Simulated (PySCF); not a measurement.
**C₆ coefficients of unlike pairs at PBE**

Calculated with PySCF 2.14 from the dipole response of each species, C₆(A,B) = (3/π) ∫ α_A(iu) α_B(iu) du, in atomic units, from isotropic polarisabilities. For ions this is the dispersion term alone; charge-induced terms of lower order in 1/R come first.

| species | configuration | basis | relativity | α (bohr³) | C₆ (like pair) |
| --- | --- | --- | --- | --- | --- |
| C²⁺ | [He] 2s2 (1S) | aug-cc-pwCVDZ (5s4p2d) | none | 4.233 | 6.468 |
| F³⁺ | [He] 2s2 2p2 (3P) | aug-cc-pVQZ-DK (6s5p4d3f2g) | spin-free X2C | 0.9376 | 0.8484 |
| Mn⁺ | [Ar] 3d5 4s1 (7S) | aug-cc-pwCVTZ-DK with one added diffuse shell each of s, p, d, f, g type (11s10p8d5f4g) | spin-free X2C | 27.57 | 144.2 |
| Rb | [Kr] 5s1 (2S) | aug-cc-pVTZ-X2C (8s7p5d2f) | spin-free X2C | 357.3 | 5493 |

**Question.** Estimate C₆ for Mn⁺ with C²⁺.

**Answer.** The integral gives 29.58. The combination rule 2 C_A C_B / (C_A α_B/α_A + C_B α_A/α_B) gives 29.03 and the geometric mean 30.54.

No spin-orbit coupling is included.

The other pairs:

```tsv
pair	C₆
F³⁺, C²⁺	2.070
Rb, C²⁺	125.9
Rb, Mn⁺	714.0
Mn⁺, F³⁺	8.961
Rb, F³⁺	31.85
```
